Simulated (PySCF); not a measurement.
# Electron correlation in Xe(3+) (xenon, charge +3)

[Kr] 4d10 5s2 5p3, high-spin 4S determinant. Calculation: PySCF 2.14, in x2c-TZVPPall; the spin-free X2C one-electron Hamiltonian (Gaussian nucleus). Frozen: [Ar] 3d10; 23 electrons correlated.

| level | correlation energy (mhartree) |
| --- | --- |
| CCSD | -524.95 |
| (T) | -6.87 |
| CCSD(T) | -531.82 |

Diagnostics: T1 = 0.0033, D1 = 0.0127, largest double amplitude 0.039.

Task: Is a single reference adequate?

Result: Yes, within this model without spin-orbit coupling: T1 lies below 0.03 and no double amplitude reaches 0.07.

This basis was not built for core-valence correlation, so the inner-shell part is incomplete.
